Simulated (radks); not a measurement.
Spherical quantum dot in the effective-mass picture: electrons in a parabolic well V = omega^2 r^2 / 2 with omega = 4.97, all in effective atomic units (hartree* = m*/eps^2 hartree, bohr* = eps/m* bohr), one dielectric constant everywhere. Calculated with a radial shooting solver with Libxc functionals: non-relativistic Kohn-Sham, r2SCAN, spin-polarised, spherical densities, generalised Kohn-Sham scheme. Levels are named by radial order and angular momentum (1s, 1p, 1d, 2s, ...), and open shells are averaged over m.

N = 3, configuration 1s2 1p(up 1, down 0). This is the lowest configuration that the search found. Occupied and some empty levels:

level,occupation,eigenvalue (hartree*),<r> (bohr*)
1s up,1,10.910,0.5332
1s down,1,11.144,0.5295
1p up,1,15.547,0.6972
1p down,0,15.785,0.6949
1d up,0,20.375,0.8276
1d down,0,20.603,0.8236
2s up,0,20.632,0.7681
2s down,0,20.779,0.7623
1f up,0,25.309,0.9416
1f down,0,25.575,0.9325

Energy (hartree*): total 31.6648, kinetic 12.638, external 14.792, Hartree 6.8858, exchange-correlation -2.6517.

Electron density:

r (bohr*),n(r) (e/bohr*^3)
0.0253,3.316
0.120,3.195
0.216,2.926
0.311,2.532
0.406,2.056
0.502,1.553
0.597,1.084
0.692,0.6964
0.787,0.4092
0.883,0.2193
0.978,0.1071
1.07,0.04763
1.17,0.01928
1.26,0.007021
